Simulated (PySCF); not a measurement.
Telling isomers of C4H6BNO2 apart by NMR

PySCF 2.14.0 with density-fitted response routines calculation with couplings computed with B3LYP/pcJ-1 (spin–dipole term left out of most H,H and C,H couplings), PBE0/pcSseg-1 with gauge-including orbitals and structure optimised with PBE0-D3(BJ)/def2-SVP; relativity neglected, a single conformation, in vacuum, averaged over atoms made equivalent by symmetry, fast rotation or ring inversion.

Scale: ¹H (31.27 ppm) and ¹³C (184.41 ppm) vs TMS (reference shieldings calculated alike). Multiplet labels drop J under 1 Hz and among equivalent protons, and merge close values. Unscaled 3J(H,H) run several per cent high. Couplings to H on boron are left out. Carbons bonded to boron are broad in practice. Shifts are as computed. Against solution values, carbons near 30 ppm lie about +2 ppm off and those near 130 ppm about +5 ppm. Of 1211 compounds with measured shifts, 218 miss one by over three times the rms of a fit or turn the order of signals round; such compounds aren't used in these exercises. OH and NH positions are gas-phase values without hydrogen bonding to other molecules.

(1) Tabulate the signals of `N#C[C@H]1CCOBO1`, `C/N=C\C#CB(O)O` and their relative energies.

(2) What is the quickest way to tell N#C[C@H]1CCOBO1 from C/N=C\C#CB(O)O?

## Answers

(1) 
| SMILES | carbon types | δC | δH | E rel. (kcal/mol) |
| --- | --- | --- | --- | --- |
| N#C[C@H]1CCOBO1 | 1×C 1×CH 2×CH2 | 123.8, 59.0, 58.7, 33.0 | 4.52 (dt, 1H), 4.39 (td, 1H), 4.15 (br, 1H), 3.96 (ddt, 1H), 2.05 (m, 1H), 1.71 (ddt, 1H) | 0.0 |
| C/N=C\C#CB(O)O | 2×C 1×CH 1×CH3 | 148.0, 104.1, 93.3, 47.3 | 7.57 (q, 1H), 3.77 (d, 3H), 3.17 (br s, 2H) | 21.9 |

Energies are electronic energies at PBE0/pcSseg-1 on these geometries, without zero-point or thermal terms, each for the one conformer computed, which needn't be the lowest.

(2) Both give the same number of carbon signals, but DEPT or the intensities differ. The first has an sp3 CH bonded to O, α to a nitrile at 59.0 ppm, the second a C=N carbon (CH) at 148.0 ppm. Their most deshielded carbons lie at 123.8 and 148.0 ppm. In the proton spectra the most deshielded non-exchanging signals are 4.52 (dt, J = 6.1, 1.8 Hz, 1H) and 7.57 (q, J = 3.3 Hz, 1H).
